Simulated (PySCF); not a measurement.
Do core-level shifts follow atomic charges?

C4H8BF2N.
SMILES with atom numbers: `[CH3:1]/[N:2]=[CH:3]\[CH2:4][CH2:5][B:6]([F:7])[F:8]`

Structure used (PBE0-D3(BJ)/def2-SVP), in Å, numbered top down from 1:
```
atom  x, y, z in Å
C1    -2.6006   -0.6909   -0.0098
N2    -2.1671    0.5038   -0.6894
C3    -0.9310    0.7812   -0.7037
C4     0.1822   -0.0067   -0.0667
C5     1.5576    0.6238   -0.2302
B6     2.7247   -0.1245    0.4857
F7     3.9621    0.3347    0.4596
F8     2.5335   -1.2479    1.1547
H9    -3.6980   -0.7510   -0.0119
H10   -2.2590   -0.7321    1.0415
H11   -2.2142   -1.6019   -0.5033
H12   -0.6350    1.7002   -1.2409
H13    0.1785   -1.0305   -0.4841
H14   -0.0510   -0.1503    1.0043
H15    1.8269    0.7122   -1.2992
H16    1.5626    1.6676    0.1343
```

Binding energies: PySCF, delta-SCF UKS SCAN, pcX-2 on the ionised atom, pcseg-1 elsewhere, spin-free X2C. Charges: PBE0/pcSseg-1 ground-state density, for the ionised atom.

```
atom                environment  C 1s (eV)  Mulliken (e)  IAO (e)  Hirshfeld (e)  ESP (e)
  C5  sp3 carbon bound to boron     291.05        -0.489   -0.457         -0.145   -0.550
  C4           chain CH2 carbon     291.20        -0.301   -0.285         -0.071   -0.043
  C1            N-methyl carbon     291.42        -0.146   -0.309         -0.073   +0.285
  C3               imine carbon     291.59        +0.071   +0.029         +0.041   +0.413
```

Question: How well does each charge scheme correlate with the binding energies over these sites?

Answer: Mulliken: r = 0.99, slope 1.0 eV per e; ESP: r = 0.96, slope 0.5 eV per e; Hirshfeld: r = 0.91, slope 2.8 eV per e; IAO: r = 0.89, slope 1.0 eV per e. Mulliken charges have the highest r, on only 4 points.

Question: The point-charge model writes a binding energy as kq + V + constant, with V the potential of the other atoms' charges at the site. What does it give with the Mulliken charges?

Answer: V = Σ 14.40 eV Å × q/r over all other atoms: +7.11 eV at C5, +3.04 eV at C4, +1.43 eV at C1, -3.30 eV at C3. Fitting binding energy − V to q gives k = 19.0 eV per e and leaves an rms residual of 0.41 eV, against 0.02 eV for the fit on q alone. The model has no term for differences in relaxation between sites.

Isolated species at its PBE0-D3(BJ)/def2-SVP geometry (one conformer only).
